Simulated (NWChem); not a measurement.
# CH$_{2}$ClF$_{3}$Si; SMILES F[Si](CF)(Cl)F

```xyz
8

F     -0.4515    -2.5477     0.0000
C     -1.0476    -1.3110     0.0000
Si     0.2395     0.0471     0.0000
F      1.1894    -0.0487     1.2891
F      1.1894    -0.0487    -1.2891
Cl    -0.6930     1.8575     0.0000
H     -1.6957    -1.2064     0.8887
H     -1.6957    -1.2064    -0.8887
```
Atoms are numbered in this order, from 1.

All runs: NWChem. Pople sets run with spherical d functions. The geometry was optimised at PBE0/def2-SVP. Vzz is the largest principal value of the second derivative of the potential at the nucleus (NWChem prints the opposite sign); η is the asymmetry. Non-relativistic.

```csv
level,Vzz Cl6 (a.u.),η Cl6
Hartree-Fock/6-31G*,1.996,0.02
Hartree-Fock/cc-pVTZ,…,0.01
PBE/cc-pVTZ,1.866,0.02
PBE/6-31G*,1.982,0.03
```

Fill in the missing entries.


- Hartree-Fock/cc-pVTZ, Vzz Cl6 (a.u.): 1.919
